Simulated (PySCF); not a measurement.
## Correlation energy of Nb (niobium, neutral)

[Kr] 4d3 5s2, high-spin 4F determinant (an excited configuration). Computed with PySCF 2.14 in ANO-RCC-VTZP (7s6p4d2f1g, 68 functions), with scalar relativity by spin-free X2C-1e. Frozen: [Kr]; 5 electrons correlated.

```tsv
level	correlation energy (mhartree)
CCSD	-77.59
(T)	-3.92
CCSD(T)	-81.51
```

Diagnostics: T1 = 0.029, D1 = 0.0865, largest double amplitude 0.112.

Is a single reference adequate?

Mostly. T1 lies below 0.03, but a double amplitude of this size points to a near-degeneracy that CCSD handles and MP2 describes poorly.
